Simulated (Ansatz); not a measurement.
`[SiH3][Si]1(P)CC1` + `N1[SiH2]P1` → `[SiH3]N1[SiH2]P1` + `P[SiH]1CC1` at 298.15 K and 1 bar (cleavage of the Si–Si bond).

Gas-phase electronic energies from Ansatz, PBE0-D4/def2-TZVP geometries. CCSD(T)/CBS is the MP2 limit (def2-TZVPP, def2-QZVPP) plus CCSD(T) − MP2 in def2-TZVPP, frozen cores. Each species was taken in one conformer, which may not be the lowest.

```json
{"species": "`[SiH3][Si]1(P)CC1`", "CCSD(T)/CBS energy (Eh)": "-1000.58136", "H − E (kJ/mol)": "281.1", "S (J/(mol·K))": "390.7"}
{"species": "`N1[SiH2]P1`", "CCSD(T)/CBS energy (Eh)": "-687.10203", "H − E (kJ/mol)": "122.9", "S (J/(mol·K))": "281.9"}
{"species": "`[SiH3]N1[SiH2]P1`", "CCSD(T)/CBS energy (Eh)": "-977.41004", "H − E (kJ/mol)": "170.6", "S (J/(mol·K))": "345.3"}
{"species": "`P[SiH]1CC1`", "CCSD(T)/CBS energy (Eh)": "-710.29768", "H − E (kJ/mol)": "228.8", "S (J/(mol·K))": "325.0"}
```

H − E and S are ideal-gas, rigid-rotor, harmonic terms from PBE0-D4/def2-TZVP, for one conformer and one mirror image of each species. 1 Eh = 2625.50 kJ/mol, R = 8.31446 J/(mol·K).

Q: By hand: ΔE, ΔH, ΔS and ΔG.

A: ΔE = (-977.41004) + (-710.29768) − (-1000.58136) − (-687.10203) = -0.02433 Eh = -63.9 kJ/mol. Δ(H − E) = 170.6 + 228.8 − 281.1 − 122.9 = -4.6, so ΔH = -68.5 kJ/mol. ΔS = 345.3 + 325.0 − 390.7 − 281.9 = -2.3 J/(mol·K). ΔG = -68.5 − 298.15 × (-2.3)/1000 = -67.8 kJ/mol.

Q: By hand: the equilibrium constant, and the temperature at which ΔG would vanish if ΔH and ΔS stayed fixed.

A: log₁₀ K = −ΔG/(RT ln 10) = 11.9. ΔG = 0 at ΔH/ΔS = 29783 K, far beyond where these terms or the molecules hold.

The number of gas molecules stays the same, so ΔS is small and ΔH decides. A doubt of 5 kJ/mol in ΔE shifts log₁₀ K by 0.9 here. Other conformers and mirror images would add mixing entropy, several J/(mol·K) or more a flexible species. These are equilibria of isolated gas molecules and say nothing of rates. Largest T1 diagnostic: 0.015 (customary marks: 0.02 for closed shells, 0.045 for open ones).
